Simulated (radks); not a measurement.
The numbers below are computed, except where a source is named.
Problem. Coherent X-ray form factor from a spherical all-electron density. Level of theory: scalar-relativistic Kohn-Sham, LDA (Slater exchange, Perdew-Zunger correlation), spin-unpolarised, spherical densities, finite nucleus; Fermi nuclear charge, rms radius of each element as measured or else 0.836 A^(1/3) + 0.57 fm (a radial shooting solver on a logarithmic mesh with Libxc functionals).

sin(theta)/lambda (1/angstrom),f0 (electrons)
0.05,11.530
0.1,10.514
0.15,9.525
0.2,8.727
0.25,8.047
0.3,7.406
0.4,6.155
0.5,5.008
0.6,4.048
0.8,2.737
1,2.034
1.25,1.606
1.5,1.388
2,1.114

The species is in the configuration that NIST lists as its ground one. Which atom or ion scatters so?

Solution. Neutral magnesium, [Ne] 3s2. Extrapolating in s^2 from the first two rows gives f0(0) = 11.9, near the electron count 12; among species with that count, the fall with angle is slower the higher Z, and the table is that of Z = 12; from so few rows the species is fixed only to a neighbour or two.
